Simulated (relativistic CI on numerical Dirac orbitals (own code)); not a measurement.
Results of a calculation; reference values are marked as such.
# Quantum defects of the ns series of Ge2+

Problem. The ns ¹S levels with J = 0 of Ge2+ lie at 4s: 0.0, 5s: 163532.5, 6s: 212662.0 cm⁻¹ (Sugar and Musgrove, J. Phys. Chem. Ref. Data 22, 1213 (1993)), and the ionisation limit at 274693.1 cm⁻¹ (NIST ASD). Find the quantum defects and predict 7s.

Working.
1. The outer electron sees the charge z = 3; R = 109736.50 cm⁻¹ for this mass. The binding energy T = limit − E defines n* = z√(R/T).
2. Values: 4s: T = 274693.1, n* = 1.8962, δ = n − n* = 2.1038; 5s: T = 111160.6, n* = 2.9807, δ = n − n* = 2.0193; 6s: T = 62031.1, n* = 3.9902, δ = n − n* = 2.0098.
3. With δ held at 2.0098: E(7s) = limit − Rz²/(7 − δ)² = 235032.3 cm⁻¹.
4. The Ritz form δ = δ₀ + a/n*² through the last two members has a = 0.1901 and δ₀ = 1.9979, so with n* ≈ 7 − 2.0098, δ(7) = 2.0055 and E = 235100.6 cm⁻¹.

Check. The measured level is 235099.8 cm⁻¹ (δ = 2.0056), so the two predictions miss by -67.5 and 0.8 cm⁻¹. The defect is large because this electron penetrates the core.
